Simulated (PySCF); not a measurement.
A side-by-side comparison of computed properties.

First species: C₃H₆Cl₂.
InChI=1S/C3H6Cl2/c1-3(2,4)5/h1-2H3

Second species: Br₂.
InChI=1S/Br2/c1-2

Levels: CAM-B3LYP/aug-cc-pVTZ for dipole moment, HOMO energy, LUMO energy, HOMO–LUMO gap, static isotropic polarisability and electronic spatial extent ⟨r²⟩ about the centre of nuclear charge; TDDFT CAM-B3LYP/aug-cc-pVTZ for lowest singlet excitation; TDA CAM-B3LYP/aug-cc-pVTZ for lowest triplet excitation (Tamm–Dancoff); PBE0-D3(BJ)/def2-TZVP for smallest rotational constant. Geometries: PBE0-D3(BJ)/def2-TZVP. Each structure is a single optimised conformer of the isolated species, non-relativistic unless stated. Electronic properties by PySCF.

Task: Which has the higher dipole moment?

Result: The first: 2.33 D against 0.00 D, a difference of 2.33 D.

Task: Which of the two has the higher static isotropic polarisability, and by how much?

Result: The first: 66.8 au against 44.6 au, a difference of 22.2 au.

Task: Which of the two has the higher smallest rotational constant, and by how much?

Result: The second: 2.461 GHz against 2.166 GHz, a difference of 0.295 GHz.

Task: Which has the higher S1 energy?

Result: The first: 6.90 eV against 2.90 eV, a difference of 4.00 eV.

Task: Which of the two has the higher HOMO–LUMO gap, and by how much?

Result: The first: 10.07 eV against 6.97 eV, a difference of 3.10 eV.

Task: Which of the two has the higher LUMO energy, and by how much?

Result: The first: 0.19 eV against -2.48 eV, a difference of 2.67 eV.

Task: Which of the two has the higher T1 energy, and by how much?

Result: The first: 6.19 eV against 2.22 eV, a difference of 3.97 eV.

Task: Which has the higher HOMO energy?

Result: The second: -9.45 eV against -9.88 eV, a difference of 0.43 eV.

On the first: In wavenumbers S1 is 55700 cm⁻¹ (1 eV = 8065.54 cm⁻¹). S1 lies 3.17 eV below the HOMO–LUMO gap. Isolated species at its PBE0-D3(BJ)/def2-TZVP geometry, gas phase.

On the second: Point group D∞h forbids a permanent dipole, so the rigid molecule has no electric-dipole pure rotational spectrum. 2 of the 10 computed singlets lie in the visible range (750 to 380 nm, 1.65 to 3.26 eV), with an oscillator strength of 0.002 in sum. Isolated species at its PBE0-D3(BJ)/def2-TZVP geometry, gas phase. The calculation is non-relativistic and has no spin–orbit coupling, an omission that weighs most on bromine.
